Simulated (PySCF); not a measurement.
C6H10BP.
Geometry (GFN2-xTB, Å), atoms numbered from 1 in this order:
```
atom  x, y, z in Å
C1    -2.3994    1.5750   -0.9953
C2    -1.9492    0.9865   -0.0546
C3    -1.3724    0.2399    1.0483
B4    -0.2491   -0.6891    0.4037
P5    -0.7260   -2.4534   -0.0639
C6     1.2063   -0.1756    0.2213
C7     2.2304   -1.0275    0.1177
C8     1.4665    1.3074    0.2112
H9    -2.8184    2.1102   -1.7938
H10   -0.9893    0.9532    1.7819
H11   -2.1736   -0.3346    1.5239
H12   -0.1388   -2.5419   -1.3110
H13   -1.9980   -2.2045   -0.5436
H14    2.0744   -2.0959    0.1313
H15    3.2553   -0.6976    0.0373
H16    0.7771    1.8078   -0.4662
H17    1.3073    1.7198    1.2069
H18    2.4879    1.5267   -0.0914
```

The calculation used TDDFT PBE0/def2-SVPD, vertical, gas phase, core orbitals frozen in the response (PySCF).

Ground-to-excited transition dipoles (e·a0, same axes as the geometry; the sign carries no meaning), for the states with f of 0.002 or more among the lowest 6:

```json
{"state": "S1", "E (eV)": "4.266", "μx": "-0.766", "μy": "-0.468", "μz": "-0.060"}
{"state": "S2", "E (eV)": "4.719", "μx": "-0.425", "μy": "0.608", "μz": "-0.161"}
{"state": "S3", "E (eV)": "4.900", "μx": "-0.116", "μy": "-0.170", "μz": "-0.011"}
{"state": "S4", "E (eV)": "5.435", "μx": "0.792", "μy": "-0.187", "μz": "-0.036"}
{"state": "S5", "E (eV)": "5.826", "μx": "0.214", "μy": "-0.511", "μz": "-0.082"}
{"state": "S6", "E (eV)": "6.330", "μx": "-0.135", "μy": "-0.106", "μz": "0.254"}
```

Q: What oscillator strength does each state have?

A: f = (2/3) ΔE |μ|² with ΔE in hartree (27.2114 eV).

```json
{"state": "S1", "|μ|² (au)": "0.809", "|μ| (D)": "2.29", "f": "0.085"}
{"state": "S2", "|μ|² (au)": "0.577", "|μ| (D)": "1.93", "f": "0.067"}
{"state": "S3", "|μ|² (au)": "0.042", "|μ| (D)": "0.52", "f": "0.005"}
{"state": "S4", "|μ|² (au)": "0.664", "|μ| (D)": "2.07", "f": "0.088"}
{"state": "S5", "|μ|² (au)": "0.314", "|μ| (D)": "1.43", "f": "0.045"}
{"state": "S6", "|μ|² (au)": "0.094", "|μ| (D)": "0.78", "f": "0.015"}
```

Q: Which bond between heavy atoms lies closest to the direction of the S4 transition dipole?

A: C6–C7, at 27° from it; next B4–C6 and C3–B4 at 33°.

Q: What angle do the transition dipoles of S2 and S5 make?

A: |cos θ| = |μa·μb| / (|μa| |μb|) = 0.91, so θ ≈ 24° (taken between 0 and 90°, since the signs are arbitrary).

Q: How is the summed strength of these states shared among x, y and z?

A: (2/3) Σ ΔE μα² gives 0.177 for x, 0.113 for y and 0.014 for z, 0.304 in all.

Q: What peak molar absorption coefficient would the strongest computed level give as a lone Gaussian band 0.3 eV wide at half height?

A: ε(max) = 2.175×10⁸ f / FWHM, with the width in cm⁻¹. S4: 2.175×10⁸ × 0.0884 / 2420 ≈ 7900 L mol⁻¹ cm⁻¹.

One conformer stands for the species.
